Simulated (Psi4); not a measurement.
Input for Psi4: SAPT0/jun-cc-pV(D+d)Z on CH6O (a complex), monomers drawn apart or pushed together.

```
memory 2025 MB

molecule dimer {
0 1
O    -0.11786299    0.47640882   -0.54995789
H     0.71182321    0.02537940   -0.36267374
H    -0.44368479    0.75882887    0.31090722
--
0 1
C    -0.00216765   -0.18285514    3.29756293
H     1.00595760    0.13114097    3.02863957
H    -0.66572482    0.68200071    3.29780343
H    -0.36285934   -0.92395508    2.58546348
H     0.01224007   -0.61878038    4.29512817
units angstrom
symmetry c1
no_reorient
no_com
}

set {
  basis jun-cc-pV(D+d)Z
  scf_type df
  freeze_core true
}

energy('sapt0')
```

Output:

```
[...]
==> Input File <==

--------------------------------------------------------------------------
memory 2025 MB

molecule dimer {
0 1
O    -0.11786299    0.47640882   -0.54995789
H     0.71182321    0.02537940   -0.36267374
H    -0.44368479    0.75882887    0.31090722
--
0 1
C    -0.00216765   -0.18285514    3.29756293
H     1.00595760    0.13114097    3.02863957
H    -0.66572482    0.68200071    3.29780343
H    -0.36285934   -0.92395508    2.58546348
H     0.01224007   -0.61878038    4.29512817
units angstrom
symmetry c1
no_reorient
no_com
}

set {
  basis jun-cc-pV(D+d)Z
  scf_type df
  freeze_core true
}

energy('sapt0')
--------------------------------------------------------------------------


   => Loading Basis Set <=

    Name: JUN-CC-PV(D+D)Z
    Role: ORBITAL
    Keyword: BASIS
    atoms 1        entry O          line   256 file jun-cc-pv_dpd_z.gbs
    atoms 2-3, 5-8 entry H          line    60 file jun-cc-pv_dpd_z.gbs
    atoms 4        entry C          line   188 file jun-cc-pv_dpd_z.gbs

   => Loading Basis Set <=

    Name: JUN-CC-PV(D+D)Z
    Role: ORBITAL
    Keyword: BASIS
    atoms 1        entry O          line   256 file jun-cc-pv_dpd_z.gbs
    atoms 2-3, 5-8 entry H          line    60 file jun-cc-pv_dpd_z.gbs
    atoms 4        entry C          line   188 file jun-cc-pv_dpd_z.gbs


  //>>>>>>>>>>>>>>>>>>>>>>>>>>>>>>>>>>>//
  //              Dimer HF             //
  //<<<<<<<<<<<<<<<<<<<<<<<<<<<<<<<<<<<//

   => Libint2 <=

    Primary   basis highest AM E, G, H:  7, 6, 3
    Auxiliary basis highest AM E, G, H:  7, 7, 4
    Onebody   basis highest AM E, G, H:  -, -, -
    Solid Harmonics ordering:            Gaussian


   => Loading Basis Set <=

    Name: JUN-CC-PV(D+D)Z
    Role: ORBITAL
    Keyword: BASIS
    atoms 1        entry O          line   256 file jun-cc-pv_dpd_z.gbs
    atoms 2-3, 5-8 entry H          line    60 file jun-cc-pv_dpd_z.gbs
    atoms 4        entry C          line   188 file jun-cc-pv_dpd_z.gbs


         ---------------------------------------------------------
                                   SCF
               by Justin Turney, Rob Parrish, Andy Simmonett
                          and Daniel G. A. Smith
                              RHF Reference
                        1 Threads,   1931 MiB Core
         ---------------------------------------------------------

  ==> Geometry <==

    Molecular point group: c1
    Full point group: C1

    Geometry (in Angstrom), charge = 0, multiplicity = 1:

       Center              X                  Y                   Z               Mass
    ------------   -----------------  -----------------  -----------------  -----------------
         O           -0.117862990000     0.476408820000    -0.549957890000    15.994914619570
         H            0.711823210000     0.025379400000    -0.362673740000     1.007825032230
         H           -0.443684790000     0.758828870000     0.310907220000     1.007825032230
         C           -0.002167650000    -0.182855140000     3.297562930000    12.000000000000
         H            1.005957600000     0.131140970000     3.028639570000     1.007825032230
         H           -0.665724820000     0.682000710000     3.297803430000     1.007825032230
         H           -0.362859340000    -0.923955080000     2.585463480000     1.007825032230
         H            0.012240070000    -0.618780380000     4.295128170000     1.007825032230

  Running in c1 symmetry.

  Rotational constants: A =      2.15606  B =      0.09149  C =      0.08973 [cm^-1]
  Rotational constants: A =  64637.04435  B =   2742.91859  C =   2690.15889 [MHz]
  Nuclear repulsion =   36.453337561363448

  Charge       = 0
  Multiplicity = 1
  Electrons    = 20
  Nalpha       = 10
  Nbeta        = 10

  ==> Algorithm <==

  SCF Algorithm Type is DF.
  DIIS enabled.
  MOM disabled.
  Fractional occupation disabled.
  Guess Type is SAD.
  Energy threshold   = 1.00e-08
  Density threshold  = 1.00e-08
  Integral threshold = 1.00e-12

  ==> Primary Basis <==

  Basis Set: JUN-CC-PV(D+D)Z
    Blend: JUN-CC-PV(D+D)Z
    Number of shells: 34
    Number of basis functions: 66
    Number of Cartesian functions: 68
    Spherical Harmonics?: true
    Max angular momentum: 2

   => Loading Basis Set <=

    Name: (JUN-CC-PV(D+D)Z AUX)
    Role: JKFIT
    Keyword: DF_BASIS_SCF
    atoms 1        entry O          line   258 file jun-cc-pvdz-jkfit.gbs
    atoms 2-3, 5-8 entry H          line    70 file jun-cc-pvdz-jkfit.gbs
    atoms 4        entry C          line   146 file jun-cc-pvdz-jkfit.gbs

  ==> Integral Setup <==

  DFHelper Memory: AOs need 0.011 GiB; user supplied 1.414 GiB.
  SCF_SUBTYPE=INCORE selected. In-core MEM_DF algorithm will be used.
  Using in-core AOs.

  ==> MemDFJK: Density-Fitted J/K Matrices <==

    J tasked:                   Yes
    K tasked:                   Yes
    wK tasked:                   No
    OpenMP threads:               1
    Algorithm:                 Core
    Schwarz Cutoff:      
[...]
A      2.788260    53A      2.795754
      54A      2.801656    55A      2.816621    56A      2.853376
      57A      3.170524    58A      4.441494    59A      4.519097
      60A      4.710561    61A      4.831471    62A      5.005589
      63A      5.459344    64A      6.520823    65A      6.986200
      66A     33.509376

    Final Occupation by Irrep:
              A
    DOCC [     5 ]
    NA   [     5 ]
    NB   [     5 ]

  @DF-RHF Final Energy:   -40.19904855203991

   => Energetics <=

    Nuclear Repulsion Energy =             13.4426307653944743
    One-Electron Energy =                 -79.7027030816862236
    Two-Electron Energy =                  26.0610237642518392
    Total Energy =                        -40.1990485520399119

Computation Completed


Properties will be evaluated at   0.000000,   0.000000,   0.000000 [a0]

Properties computed using the SCF density matrix


 Multipole Moments:

 ------------------------------------------------------------------------------------
     Multipole            Electronic (a.u.)      Nuclear  (a.u.)        Total (a.u.)
 ------------------------------------------------------------------------------------

 L = 1.  Multiply by 2.5417464519 to convert [e a0] to [Debye]
 Dipole X            :          0.0436661           -0.0442052           -0.0005391
 Dipole Y            :          3.4512596           -3.4520092           -0.0007497
 Dipole Z            :        -62.3444160           62.3466233            0.0022073
 Magnitude           :                                                    0.0023927

 ------------------------------------------------------------------------------------

  Constructing Basis Sets for SAPT...

   => Loading Basis Set <=

    Name: (JUN-CC-PV(D+D)Z AUX)
    Role: RIFIT
    Keyword: DF_BASIS_SAPT
    atoms 1        entry O          line   188 file jun-cc-pvdz-ri.gbs
    atoms 2-3, 5-8 entry H          line    30 file jun-cc-pvdz-ri.gbs
    atoms 4        entry C          line   100 file jun-cc-pvdz-ri.gbs

   => Loading Basis Set <=

    Name: (JUN-CC-PV(D+D)Z AUX)
    Role: JKFIT
    Keyword: DF_BASIS_ELST
    atoms 1        entry O          line   258 file jun-cc-pvdz-jkfit.gbs
    atoms 2-3, 5-8 entry H          line    70 file jun-cc-pvdz-jkfit.gbs
    atoms 4        entry C          line   146 file jun-cc-pvdz-jkfit.gbs


  //>>>>>>>>>>>>>>>>>>>>>>>>>>>>>>>>>>>//
  //               SAPT0               //
  //<<<<<<<<<<<<<<<<<<<<<<<<<<<<<<<<<<<//



        SAPT0
    Ed Hohenstein
     6 June 2009

      Orbital Information
  --------------------------
    NSO        =        66
    NMO        =        66
    NRI        =       214
    NRI (Elst) =       296
    NOCC A     =         5
    NOCC B     =         5
    FOCC A     =         1
    FOCC B     =         1
    NVIR A     =        61
    NVIR B     =        61

    Elst10,r            =    -0.000432591832 [Eh]
    Exch10              =     0.000483348881 [Eh]
    Exch10 (S^2)        =     0.000483160876 [Eh]

    Maxiter = 50
    CPHF R converge = 1.000000E-08

    Iter     Energy [mEh]          dE [mEh]         Residual      Time [s]
       1      -0.01873529       0.018735293     4.685729e-04             0
       2      -0.02204455       0.003309256     5.388292e-05             0
       3      -0.02197886      -0.000065690     2.080724e-05             0
       4      -0.02197132      -0.000007537     7.467528e-06             0
       5      -0.02197703       0.000005713     1.922822e-06             0
       6      -0.02197775       0.000000712     4.377939e-07             0
       7      -0.02197735      -0.000000398     8.283824e-08             0
       8      -0.02197741       0.000000065     1.468601e-08             0
       9      -0.02197741      -0.000000004     3.255741e-09             0

    CHF Iterations converged

    Maxiter = 50
    CPHF R converge = 1.000000E-08

    Iter     Energy [mEh]          dE [mEh]         Residual      Time [s]
       1      -0.13021434       0.130214342     1.683597e-03             0
       2      -0.14891666       0.018702318     4.282733e-04             0
       3      -0.15159666       0.002679998     9.328768e-05             0
       4      -0.15151853      -0.000078131     2.190158e-05             0
       5      -0.15135900      -0.000159530     3.023269e-06             0
       6      -0.15137634       0.000017340     4.203984e-07             0
       7      -0.15137519      -0.000001151     5.636400e-08             0
       8      -0.15137527       0.000000082     8.138176e-09             0

    CHF Iterations converged

    Ind20,r (A<-B)      =    -0.000021977410 [Eh]
    Ind20,r (B<-A)      =    -0.000151375267 [Eh]
    Ind20,r             =    -0.000173352676 [Eh]
    Exch-Ind20,r (A<-B) =     0.000020624703 [Eh]
    Exch-Ind20,r (B<-A) =     0.000046420173 [Eh]
    Exch-Ind20,r        =     0.000067044876 [Eh]
    Disp20              =    -0.000493359198 [Eh]
    Disp20 (SS)         =    -0.000246679599 [Eh]
    Disp20 (OS)         =    -0.000246679599 [Eh]
    Exch-Disp20         =     0.000027454271 [Eh]
    Exch-Disp20 (SS)    =     0.000015687136 [Eh]
    Exch-Disp20 (OS)    =     0.000011767135 [Eh]

    SAPT Results
  --------------------------------------------------------------------------------------------------------
    Electrostatics                 -0.43259183 [mEh]      -0.27145547 [kcal/mol]      -1.13576970 [kJ/mol]
      Elst10,r                     -0.43259183 [mEh]      -0.27145547 [kcal/mol]      -1.13576970 [kJ/mol]

    Exchange                        0.48334888 [mEh]       0.30330600 [kcal/mol]       1.26903231 [kJ/mol]
      Exch10                        0.48334888 [mEh]       0.30330600 [kcal/mol]       1.26903231 [kJ/mol]
      Exch10(S^2)                   0.48316088 [mEh]       0.30318803 [kcal/mol]       1.26853871 [kJ/mol]

    Induction                      -0.12739864 [mEh]      -0.07994386 [kcal/mol]      -0.33448510 [kJ/mol]
      Ind20,r                      -0.17335268 [mEh]      -0.10878045 [kcal/mol]      -0.45513739 [kJ/mol]
      Exch-Ind20,r                  0.06704488 [mEh]       0.04207129 [kcal/mol]       0.17602630 [kJ/mol]
      delta HF,r (2)               -0.02109084 [mEh]      -0.01323470 [kcal/mol]      -0.05537400 [kJ/mol]

    Dispersion                     -0.46590493 [mEh]      -0.29235976 [kcal/mol]      -1.22323322 [kJ/mol]
      Disp20                       -0.49335920 [mEh]      -0.30958757 [kcal/mol]      -1.29531440 [kJ/mol]
      Exch-Disp20                   0.02745427 [mEh]       0.01722782 [kcal/mol]       0.07208118 [kJ/mol]
      Disp20 (SS)                  -0.24667960 [mEh]      -0.15479379 [kcal/mol]      -0.64765720 [kJ/mol]
      Disp20 (OS)                  -0.24667960 [mEh]      -0.15479379 [kcal/mol]      -0.64765720 [kJ/mol]
      Exch-Disp20 (SS)              0.01568714 [mEh]       0.00984383 [kcal/mol]       0.04118657 [kJ/mol]
      Exch-Disp20 (OS)              0.01176714 [mEh]       0.00738399 [kcal/mol]       0.03089461 [kJ/mol]

  Total HF                         -0.07664160 [mEh]      -0.04809333 [kcal/mol]      -0.20122248 [kJ/mol]
  Total SAPT0                      -0.54254652 [mEh]      -0.34045308 [kcal/mol]      -1.42445570 [kJ/mol]

  Special recipe for scaled SAPT0 (see Manual):
    Electrostatics sSAPT0          -0.43259183 [mEh]      -0.27145547 [kcal/mol]      -1.13576970 [kJ/mol]
    Exchange sSAPT0                 0.48334888 [mEh]       0.30330600 [kcal/mol]       1.26903231 [kJ/mol]
    Induction sSAPT0               -0.12732035 [mEh]      -0.07989473 [kcal/mol]      -0.33427953 [kJ/mol]
    Dispersion sSAPT0              -0.46587287 [mEh]      -0.29233964 [kcal/mol]      -1.22314904 [kJ/mol]
  Total sSAPT0                     -0.54243617 [mEh]      -0.34038383 [kcal/mol]      -1.42416596 [kJ/mol]
  --------------------------------------------------------------------------------------------------------



*** Psi4 exiting successfully. Buy a developer a beer!
```

The run finished.

Cost: roughly 3 core-seconds.
